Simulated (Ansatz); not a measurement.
## Worked example: C2H5ClSi + C2H7NZn → C2H7NSi + C2H5ClZn

Gas-phase species: C2H5ClSi `C=C[SiH2]Cl`, singlet; C2H7NZn `C[CH2][Zn][NH2]`, singlet; C2H7NSi `C=C[SiH2]N`, singlet; C2H5ClZn `C[CH2][Zn][Cl]`, singlet. The partners trade Cl for NH2: Si–Cl and Zn–NH2 bonds give way to Si–NH2 and Zn–Cl.

Shapes, held fixed at every level: PBE0-D4/def2-TZVP. Flexible molecules stand in one conformer, not always the lowest. Programs: Ansatz 0.2.0. The zero-point and thermal change to 298 K, harmonic and unscaled (PBE0-D4/def2-TZVP), is +1.9 kJ/mol.

At wB97M-V/def2-TZVPP; 1 Eh = 2625.50 kJ/mol:

| species | energy (Eh) |
| --- | --- |
| C2H5ClSi | -828.904409 |
| C2H7NZn | -1914.456927 |
| C2H7NSi | -424.645819 |
| C2H5ClZn | -2318.745963 |

Work out ΔH(298 K) of the reaction at this level.


1. Products less reactants: (-424.645819) + (-2318.745963) − [(-828.904409) + (-1914.456927)] = -0.030446 Eh = -79.9 kJ/mol.
2. With the thermal change: -79.9 + (+1.9) = -78.0 kJ/mol.

Other levels give -106.4 (HF/def2-SVP) to -68.8 kJ/mol (PBE-D4/def2-TZVPP). No measured value is set beside it here. Relativity is left out for Zn.
